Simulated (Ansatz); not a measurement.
Basis-set extrapolation for `OC1C[SiH2]1` (PBE0-D4/def2-TZVP geometry, frozen core, Ansatz 0.2.0). Multiplicity 1, RHF reference.

|  | def2-TZVPP | def2-QZVPP |
| --- | --- | --- |
| HF | -443.030324 | -443.046629 |
| MP2 correlation | -0.703304 | -0.753334 |
| CCSD(T) correlation | -0.769066 | not run |

Energies in hartree. Use E(X) = E(∞) + A·exp(−7.88·√X) for Hartree–Fock and E(X) = E(∞) + B·X^(−2.97) for correlation, with X = 3 and 4, and add CCSD(T) minus MP2 of the smaller set to the MP2 limit.

Problem. What is the CCSD(T) energy at the basis-set limit?

Solution. HF limit: -443.046629 + (-0.016305) × 0.13774 = -443.04887. MP2 limit: -0.753334 + (-0.050030) × 0.74074 = -0.79039. Higher-order term: -0.769066 − (-0.703304) = -0.06576. Total: -443.90502 hartree, 277.3 kJ/mol below CCSD(T)/def2-TZVPP.
